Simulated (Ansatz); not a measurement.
Results of the Gaussian-basis code of Ansatz.

A structure relaxed at PBE0-D4/def2-TZVP, charge 0, multiplicity 1:

Cartesian coordinates in Å:
```
O -0.463 1.123 -2.330
Si -0.420 0.850 -0.731
O -1.951 0.825 -0.182
F 0.372 2.027 0.003
C 0.523 -0.708 -0.411
Si 0.981 -1.027 1.360
Cl -0.684 -0.750 2.569
H -1.116 1.738 -2.667
H -2.076 0.654 0.755
H 1.457 -0.670 -0.985
H -0.060 -1.552 -0.794
H 2.018 -0.085 1.835
H 1.419 -2.425 1.578
```

Give its formula and SMILES.

CH6ClFO2Si2, `O[Si](O)(F)C[SiH2]Cl`.

Point group (tolerance 0.08 Å, 0.16 Å for H)?

C1.

Summarise the bond lengths by kind.

2 × O–Si 1.623 to 1.627 Å; 2 × H–O 0.959 to 0.961 Å; 1 × F–Si 1.598 Å; 2 × C–Si 1.848 to 1.857 Å; 2 × C–H 1.094 to 1.097 Å; 1 × Cl–Si 2.076 Å; 2 × H–Si 1.479 to 1.482 Å.
